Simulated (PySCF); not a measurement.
Molecule: `C=C([O-])CC(F)(F)F`, [C4H4F3O]-.

Geometry (Å), atoms numbered from 1 in this order:
```xyz
12

C     1.526   -0.949   -0.457
C     0.858   -0.531    0.640
O     0.870   -0.972    1.816
C    -0.064    0.751    0.396
C    -1.360    0.393   -0.246
F    -2.200    1.488   -0.384
F    -1.258   -0.078   -1.503
F    -2.106   -0.496    0.424
H     1.414   -0.470   -1.417
H     2.171   -1.811   -0.414
H    -0.286    1.197    1.366
H     0.438    1.477   -0.246
```

Total charge -1.

Frames of a GFN2-xTB Langevin trajectory at 200 K; GIAO PBE0/pcSseg-1 shieldings in PySCF, gas phase, non-relativistic; equivalent atoms averaged within each frame.

δ = σ(ref) − σ, references computed at the same level: 13C (σref 186.93), 1H (σref 31.72) against TMS; H2O for 17O (σref 336.08); 19F (σref 170.95) against CFCl3. The references are static minima.

Question: How do the shifts (ppm) fluctuate along the trajectory?

Answer: 
```tsv
time (fs)	C2	C5	C4	C1	O3	F6/F7/F8	H11/H12	H10	H9
250	165.7	139.9	56.7	55.4	343.6	-69.7	3.01	2.74	1.37
425	172.5	144.1	53.2	54.4	348.0	-71.5	1.88	2.08	1.82
625	168.2	138.4	56.9	55.2	350.8	-79.4	2.65	2.02	2.93
800	164.6	142.8	56.7	53.4	350.6	-69.9	2.93	2.29	2.56
1000	173.3	139.6	56.0	62.0	351.6	-73.3	3.00	2.85	2.78
mean of frames	168.9	140.9	55.9	56.1	348.9	-72.7	2.69	2.39	2.29
standard deviation	3.9	2.4	1.6	3.4	3.3	4.0	0.48	0.38	0.67
```

5 frames give an uncertainty of the mean of about the standard deviation over 2.2 at best, since frames this close in time may not be independent; classical motion lacks zero-point vibration, and the reference would need the same averaging.
